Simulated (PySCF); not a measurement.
C3H2BBrF2.
Geometry (PBE0-D3(BJ)/def2-SVP, Å), atoms numbered from 1 in this order:
```xyz
9
C3H2BBrF2 angstrom
F      1.505   -1.120   -2.009
B      0.770   -0.136   -1.534
F      0.603    0.931   -2.282
C      0.109   -0.233   -0.145
C      0.066   -0.722    1.074
C     -0.893    0.340    0.791
Br    -0.623    2.116    1.553
H      0.496   -1.368    1.837
H     -1.970    0.173    0.680
```

Jobs on this species (9 atoms, 78 electrons) with PySCF (density fitting). Hardware of each: one thread, Arm Neoverse V1 (aarch64), shared host. The host was shared with other jobs, so the times are rough. Peak memory is the resident size of the whole Python process, interpreter and libraries included.

| level and settings | work | basis functions | SCF cycles | wall time | peak memory |
| --- | --- | --- | --- | --- | --- |
| delta-SCF UKS B3LYP, pcX-2 on the ionised atom, pcseg-1 elsewhere, spin-free X2C | ΔSCF core ionisation, 5 holes | 152 | ? | ? | ? |
| delta-SCF UKS SCAN, pcX-2 on the ionised atom, pcseg-1 elsewhere, spin-free X2C | ΔSCF core ionisation, 5 holes | 152 | ? | ? | ? |
| delta-SCF UKS SCAN, def2-TZVP on the ionised atom, pcseg-1 elsewhere, spin-free X2C | ΔSCF core ionisation, 5 holes | 138 | ? | ? | ? |
| delta-SCF UKS PBE, pcX-2 on the ionised atom, pcseg-1 elsewhere, spin-free X2C | ΔSCF core ionisation, 5 holes | 152 | 96 | 19 s | 0.52 GiB |
| delta-SCF UKS SCAN, pcX-2 on the ionised atom, pcseg-1 elsewhere, non-relativistic | ΔSCF core ionisation, 5 holes | 152 | 98 | 29 s | 0.52 GiB |
| delta-SCF UKS SCAN, pcX-1 on the ionised atom, pcseg-1 elsewhere, spin-free X2C | ΔSCF core ionisation, 5 holes | 131 | 98 | 25 s | 0.52 GiB |
| delta-SCF UKS PBE0, pcX-2 on the ionised atom, pcseg-1 elsewhere, spin-free X2C | ΔSCF core ionisation, 5 holes | 152 | 86 | 45 s | 0.63 GiB |
| PBE0-D3(BJ)/def2-SVP, grid level 1 | geometry optimisation from a GFN2-xTB start shaken at random | 126 | 78 | 83 s | 0.50 GiB |

Problem. Fill in the missing figures.

Solution. 
- delta-SCF UKS B3LYP, pcX-2 on the ionised atom, pcseg-1 elsewhere, spin-free X2C; ΔSCF core ionisation, 5 holes: 47 s, 0.59 GiB, 89 SCF cycles
- delta-SCF UKS SCAN, pcX-2 on the ionised atom, pcseg-1 elsewhere, spin-free X2C; ΔSCF core ionisation, 5 holes: 32 s, 0.50 GiB, 97 SCF cycles
- delta-SCF UKS SCAN, def2-TZVP on the ionised atom, pcseg-1 elsewhere, spin-free X2C; ΔSCF core ionisation, 5 holes: 28 s, 0.52 GiB, 98 SCF cycles

Problem. What do all jobs in the table cost together?

Solution. About 5.1 min; the longest takes about 27 % of that, and about 4.4 times as long as the shortest.
